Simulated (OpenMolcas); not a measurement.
**Nb4+: moving the ligands**

Nb4+ with 6 ligands (ammonia) in octahedral coordination (S6) at 2.1 Å. Ligand basis ANO-RCC-VDZP.
```
Nb    0.0000    0.0000    0.0000
N     2.1000    0.0000    0.0000
H     2.4821    0.9457    0.0000
H     2.4821   -0.4729    0.8190
H     2.4821   -0.4729   -0.8190
N     0.0000    2.1000    0.0000
H     0.0000    2.4821    0.9457
H     0.8190    2.4821   -0.4729
H    -0.8190    2.4821   -0.4729
N    -2.1000    0.0000    0.0000
H    -2.4821   -0.9457    0.0000
H    -2.4821    0.4729   -0.8190
H    -2.4821    0.4729    0.8190
N     0.0000   -2.1000    0.0000
H     0.0000   -2.4821   -0.9457
H    -0.8190   -2.4821    0.4729
H     0.8190   -2.4821    0.4729
N     0.0000    0.0000    2.1000
H     0.9457    0.0000    2.4821
H    -0.4729    0.8190    2.4821
H    -0.4729   -0.8190    2.4821
N     0.0000    0.0000   -2.1000
H    -0.9457    0.0000   -2.4821
H     0.4729   -0.8190   -2.4821
H     0.4729    0.8190   -2.4821
```

```
Program             : OpenMolcas
Method              : CASSCF
Basis               : ANO-RCC-VTZP [7s6p4d2f1g]
Scalar Hamiltonian  : DKH2, point nucleus
Active space        : 1 electron in 5 orbitals (4d)
State averaging     : 2S+1 = 2 even, 5 roots
Spin-orbit coupling : state interaction with AMFI integrals over the reference wave functions
```

Runs around this geometry, states. Energies in cm-1 above the lowest state or level, χT in cm3 K/mol.

```json
{"R (Å)": "2.06", "Ground state": "2S+1 = 2", "First state of that spin": "585.6", "First gap with spin-orbit (degeneracies)": "459.0 (2, 2)", "χT at 300 K": "0.204"}
{"R (Å)": "2.1", "Ground state": "2S+1 = 2", "First state of that spin": "509.0", "First gap with spin-orbit (degeneracies)": "392.6 (2, 2)", "χT at 300 K": "0.196"}
{"R (Å)": "2.16", "Ground state": "2S+1 = 2", "First state of that spin": "407.3", "First gap with spin-orbit (degeneracies)": "306.9 (2, 2)", "χT at 300 K": "0.187"}
```

With metal d orbitals alone the field can be off either way by tens of per cent. Ligand-to-metal charge-transfer states are missing. The least metal-like active orbital is 70 % on the metal (Löwdin) and no ligand orbital is active, so the numbers are rough (holds for R = 2.06). The least metal-like active orbital is 71 % on the metal (Löwdin) and no ligand orbital is active, so the numbers are rough (holds for R = 2.1). The least metal-like active orbital is 72 % on the metal (Löwdin) and no ligand orbital is active, so the numbers are rough (holds for R = 2.16). No measured value stands beside these numbers; the geometry is a model, was not optimised and need not be the one that this ion takes.

A state without a sure symmetry label is named by its multiplicity alone.
